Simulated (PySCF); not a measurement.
Run record: geometry optimisation, [VF4]2-, `[F][V-2]([F])([F])[F]` [quartet].

Method: PBE0-D3(BJ)/def2-SVP geometry optimisation, gas phase (PySCF 2.14.0). Start geometry: GFN2-xTB. A driver script takes a list of jobs; this job's settings line and coordinates (Å) are shown.

Input:
```
{"job": {"xc": "PBE0", "basis": "def2-SVP", "d3": "d3bj", "grid": 1, "maxiter": 40, "kind": "geom"}, "charge": -2, "multiplicity": 4}
V     -0.000970     0.000470     0.000760
F      0.371730    -0.015780     1.994760
F      2.003450     0.008410    -0.341320
F     -1.194100     1.427670    -0.815580
F     -1.180110    -1.420780    -0.838620
```

Output:
```
step   0  E = -1342.40256002  max force = 0.013943
step   1  E = -1342.40648854  max force = 0.006105
step   2  E = -1342.40758461  max force = 0.001466
step   3  E = -1342.40769583  max force = 0.000724
step   4  E = -1342.40772758  max force = 0.000388
step   5  E = -1342.40773285  max force = 0.000200
optimisation converged
```

Energies in Eh; «max force» is the largest Cartesian gradient component in Eh/bohr.

Q: Give the first gradient maximum in eV/Å.

A: With 1 Eh/bohr = 51.422 eV/Å, 0.717 eV/Å.

Main results: final energy -1342.40773 Eh after 5 steps.

Q: Where do the atoms end?

A: 0.094 Å rms from the input after alignment:
```
atom  x, y, z in Å
V1     0.0008    0.0026   -0.0017
F2     0.3764   -0.0113    1.8862
F3     1.8993    0.0091   -0.3286
F4    -1.1532    1.3451   -0.7629
F5    -1.1233   -1.3455   -0.7930
```

The ion is multiply charged and computed in the gas phase, without counter-ions or solvent; whether it holds all its electrons wasn't checked.

Q: How long does this job take on one thread of an Arm Neoverse V1, no GPU, shared host?

A: About 30 s.
Labels such as C1 count atoms from 1, the log's own numbers from 0.

Neither the SCF state along the optimisation nor the shape of the open-shell metal species was proved the lowest: other solutions of the same spin, or a structure of lower symmetry, can lie below.
